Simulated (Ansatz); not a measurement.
Calculated with Ansatz (gas phase, PBE0-D4/def2-TZVP geometries, no zero-point term in ΔE). CBS: MP2 limit from def2 TZ/QZ plus the TZ coupled-cluster correction, frozen cores. Each species was taken in one conformer, which may not be the lowest.

Consider the substitution at a C–B bond: `CBC(C)F` + `S=CS` → `CSC=S` + `BC(C)F`.

```tsv
species	CCSD(T)/CBS(def2) energy (Eh)
`CBC(C)F`	-243.55238
`S=CS`	-834.77767
`CSC=S`	-874.03747
`BC(C)F`	-204.26990
```

Q: Work out ΔE.

A: ΔE = (-874.03747) + (-204.26990) − (-243.55238) − (-834.77767) = 0.02268 Eh = +0.62 eV.

Largest T1 diagnostic among the species: 0.018.
